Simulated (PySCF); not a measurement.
C4H3N2 (SMILES [c]1cnccn1), doublet, geometry from GFN2-xTB, atoms displaced at random by about 0.08 Å a coordinate. Base run: PBE0/STO-3G, gradient in PySCF.

The PySCF input:
```python
from pyscf import gto, scf, dft

mol = gto.Mole()
mol.atom = '''
    C     0.92633296    0.99894367    0.07945895
    N    -0.28794801    1.46004334    0.01744862
    C    -1.35421075    0.54827475   -0.03509731
    C    -0.82389225   -0.95594038   -0.06723824
    N     0.37961576   -1.28512307   -0.03982425
    C     1.19779256   -0.23024073    0.08329426
    H    -2.29752713    0.64726971   -0.05878009
    H    -1.57804554   -1.74382722   -0.12195345
    H     2.33414696   -0.69010599   -0.04627422
'''
mol.basis = 'sto-3g'
mol.spin = 1
mol.verbose = 3
mol.build()

mf = dft.UKS(mol)
mf.xc = 'pbe0'
mf.kernel()
g = mf.nuc_grad_method()
grad = g.kernel()
```

The coordinate followed is z of atom 8.

Variants of this job, named by their change:

| change | dE/dx (Eh/bohr) | net force (Eh/bohr) |
|---|---|---|
| base | 0.001897 | 0.000022 |
| grids.level = 5; grid_response = off | 0.001898 | 0.000001 |
| finite difference step (bohr) = 1e-5; conv_tol = 1e-11 | 0.001897 | - |
| density fitting = on | 0.001898 | 0.000022 |
| conv_tol = 1e-6 | 0.001898 | 0.000022 |
| conv_tol = 1e-4 | 0.001913 | 0.000022 |
| finite difference step (bohr) = 0.2; conv_tol = 1e-11 | 0.001712 | - |
| grids.level = 1; grid_response = on | 0.001896 | 0.000000 |
| density fitting = on; auxbasis_response = off | 0.001900 | 0.001050 |
| finite difference step (bohr) = 1e-3; conv_tol = 1e-11 | 0.001897 | - |
| grids.level = 0; grid_response = off | 0.001808 | 0.008434 |
| finite difference step (bohr) = 1e-4; conv_tol = 1e-11 | 0.001897 | - |

The net force is zero for an exact gradient.

Open shells are given as the SCF converged; they aren't shown to be the lowest states, and a large step between rows can be another state.
